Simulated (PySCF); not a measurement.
C₃H₄ClFSi, SMILES ClC(=C=CF)[SiH3]. Atoms are numbered in the order given.

```xyz
10

F      2.9234     0.0643    -1.2117
C      2.2340    -0.3382    -0.1355
C      0.9486    -0.1261     0.0166
C     -0.3413     0.0148     0.1840
Si    -1.6554    -1.2163    -0.3929
Cl    -1.0038     1.4456     1.0013
H      2.8572    -0.8605     0.5986
H     -2.5697    -0.5292    -1.3451
H     -0.9762    -2.3642    -1.0516
H     -2.4299    -1.6760     0.7924
```

Geometry: B3LYP-D3(BJ)/def2-SVP. The structure was generated by enumeration, and PubChem lists no compound with its InChIKey, so it may never have been made.

Two levels are set side by side: PBE/pcSseg-1 (PySCF) and PBE0/pcSseg-1 (PySCF). GIAO shifts against CFCl3 (¹⁹F), HCl (³⁵Cl), TMS (²⁹Si), TMS (¹H), TMS (¹³C) at the same level; non-relativistic, no solvent, atoms listed together averaged. Without spin–orbit terms, shifts of atoms bonded to Cl or Br come out too high at both levels. Differences are taken from unrounded values.

```
quantity                 PBE
--------------------  ------
δ(¹⁹F) of F1 (ppm)    -163.8
δ(¹³C) of C2 (ppm)     142.4
δ(¹³C) of C3 (ppm)     213.1
δ(¹³C) of C4 (ppm)     123.6
δ(²⁹Si) of Si5 (ppm)   -65.3
δ(³⁵Cl) of Cl6 (ppm)   348.0
δ(¹H) of H7 (ppm)       7.82
```

Problem. These are the PBE values. What does PBE0 give? (The exact figures need the calculation; the answer reports its results.)

Solution. 
```csv
quantity,PBE0,PBE minus PBE0
δ(¹⁹F) of F1 (ppm),-160.6,-3.2
δ(¹³C) of C2 (ppm),142.4,0.0
δ(¹³C) of C3 (ppm),216.4,-3.2
δ(¹³C) of C4 (ppm),122.8,0.8
δ(²⁹Si) of Si5 (ppm),-60.8,-4.4
δ(³⁵Cl) of Cl6 (ppm),302.7,45.3
δ(¹H) of H7 (ppm),7.81,0.01
```

Rough cost on one machine, each run with all the roots and properties that it gave: PBE0 against PBE within a factor of 2.
